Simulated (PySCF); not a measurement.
Arsenic: a sound run and one with changed settings

Sound run: As [Ar] 3d10 4s2 4p3, As⁺ [Ar] 3d10 4s2 4p2. Computed with PySCF 2.14 in cc-pVDZ-PP with ECP10MDF (4s3p2d, 23 functions), with a scalar-relativistic core potential. The sound run starts from symmetry-adapted Hartree-Fock orbitals and uses a fine grid where one is needed.

Changed run: basis STO-3G, all-electron and non-relativistic. This setting is unsound on purpose.

```json
{"species": "As", "method": "UHF", "sound run (hartree)": "-331.19735", "changed run (hartree)": "-2209.26367", "converged": "yes"}
{"species": "As", "method": "r2SCAN", "sound run (hartree)": "-332.28955", "changed run (hartree)": "-2210.56203", "converged": "yes"}
{"species": "As", "method": "M06-2X", "sound run (hartree)": "-332.55612", "changed run (hartree)": "-2210.49938", "converged": "yes"}
{"species": "As⁺", "method": "UHF", "sound run (hartree)": "-330.85076", "changed run (hartree)": "-2209.00633", "converged": "yes"}
{"species": "As⁺", "method": "r2SCAN", "sound run (hartree)": "-331.91947", "changed run (hartree)": "-2210.27823", "converged": "yes"}
{"species": "As⁺", "method": "M06-2X", "sound run (hartree)": "-332.19970", "changed run (hartree)": "-2210.21922", "converged": "yes"}
```

Ionisation energy of As:

| method | sound run (eV) | changed run (eV) |
| --- | --- | --- |
| UHF | 9.431 | 7.003 |
| r2SCAN | 10.071 | 7.723 |
| M06-2X | 9.699 | 7.623 |

A minimal basis cannot let orbitals breathe on ionisation and holds almost no correlation. The Hamiltonian changed with the basis, so the totals do not compare.

For comparison, NIST gives 9.789 eV between the lowest levels.
